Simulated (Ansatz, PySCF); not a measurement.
Process, species as SMILES: [F][Ge][F] -> [F][Ge][F] as doublet, charge +1 + e-
Geometries: B3LYP-D3(BJ)/def2-TZVP minima from Ansatz (a quantum-chemistry and plane-wave program). A spin state is the lowest found, not a proven ground state.
Geometry of the first species:
```xyz
3

Ge     0.0109    -0.0062     0.4176
F      0.6316     1.1604    -0.7423
F     -0.6702    -1.1385    -0.7424
```

Wanted: adiabatic ionisation energy (0 K, with B3LYP-D3(BJ) harmonic zero-point energies from PySCF), in eV. Cores are frozen in the correlated levels unless marked. UHF or UKS for open shells. Spin-orbit coupling is left out. Frozen are the shells of the preceding noble gas and the d and f shells that filled before the atom's block. Non-relativistic. CBS(X,Y): correlation extrapolated as X^-3; Hartree-Fock from the larger set.

| level | program | adiabatic ionisation energy (eV) |
|---|---|---|
| HF/cc-pVDZ | Ansatz | 10.57 |

**Question.** What does CCSD(T)/CBS(cc-pVTZ,cc-pVQZ) (Ansatz) give?

**Answer.** 11.33 eV, so HF/cc-pVDZ differs from it by -0.76 eV.
